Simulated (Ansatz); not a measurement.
`C[N](C)[AlH][Cl]` + `C[SiH2]N` → `C[SiH](N)[AlH][Cl]` + dimethylamine  (formal exchange of groups at the Al–N bond)

Isolated molecules relaxed with PBE0-D4/def2-TZVP in Ansatz; ΔE leaves out vibrations. CCSD(T)/CBS adds triple-zeta CCSD(T) − MP2 to the extrapolated MP2 energy (def2 sets, frozen cores). DFT in def2-TZVPP. One conformer a species, not always the lowest.

| level | ΔE (kJ/mol) |
| --- | --- |
| PBE-D4 | 86.4 |
| PBE | 85.1 |
| CCSD/def2-TZVPP | 105.3 |
| CCSD(T)/def2-TZVPP | 105.6 |

(1) What does CCSD(T)/CBS give? (Best estimate.)

Largest T1 diagnostic among the species: 0.011.

Results:

(1) Ansatz gave: +104.5 kJ/mol. The listed levels differ from it by -18.1, -19.4, 0.8, 1.1 kJ/mol.

From PBE to PBE0 (25 % exact exchange), in def2-TZVPP and without D4, ΔE moves by +3.1 kJ/mol.
